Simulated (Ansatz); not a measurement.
A run for Ansatz (a first-principles code): R-PBE/def2-TZVPP on SiB+, 2S+1 = 1, a spin state set in the input, which need not be the lowest, a point of a bond scan (R = 1.962 Å). Charge +1.

Ansatz 0.2 input:
```yaml
crystal:
  periodic: [false, false, false]
  atoms:
    - {symbol: B, position_ang: [0.00000000, 0.00000000, 0.00000000]}
    - {symbol: Si, position_ang: [0.00000000, 0.00000000, 1.96172700]}
basis:
  gaussian:
    orbitals: def2-TZVPP
    pivot_positions_ang: [[0.00000000, 0.00000000, 0.00000000], [0.00000000, 0.00000000, 1.96172700]]
hamiltonian:
  xc: {name: PBE}
total_charge: 1
output: {forces: true, orbitals: {seedname: ./end}}
```

It printed:

```
WARN ansatz: RAYON_NUM_THREADS=2 ignored (pool sized by the plan → 2); use --threads N
Functional definition: PBE
integrals: 0.01 GiB planned
457 factors; their error is unknown
mean field: 0.13 GiB planned
mean field evaluation 1: about -8530.6927 eV, gradient 2.8e1 eV
mean field evaluation 2: about -8519.7446 eV, gradient 5.1e1 eV
mean field evaluation 4: about -8530.9887 eV, gradient 2.2e1 eV
mean field evaluation 8: about -8533.3841 eV, gradient 7.3e0 eV
mean field evaluation 16: about -8533.6030 eV, gradient 1.7e-5 eV
mean field evaluation 32: about -8531.5964 eV, gradient 1.3e1 eV
mean field evaluation 64: about -8533.4933 eV, gradient 6.2e0 eV
mean field -8533.60300663 eV, -313.6041262098 hartree, gradient 1.0e-5 eV, S^2 0.000000; 6 other end points of the search recorded, 0 dependent functions left out
the calculation of the forces begins
reference -8533.60303924 eV, -313.6041274081 hartree; 9, 9 occupied and 64, 64 virtual orbitals, 457 factors
Total energy: -8533.60303924 eV, -313.6041274081 hartree
Atom 0 at     0.000000     0.000000     0.000000 Å, force     0.000000    -0.000000    -0.070670 eV/Å
Atom 1 at     0.000000     0.000000     1.961727 Å, force    -0.000000     0.000000     0.070670 eV/Å
Dipole moment:     0.000000     0.000000    -0.188619 e Å
```

The calculation finished and met its thresholds.

Cost: about 1.3 core-seconds (a rough figure).
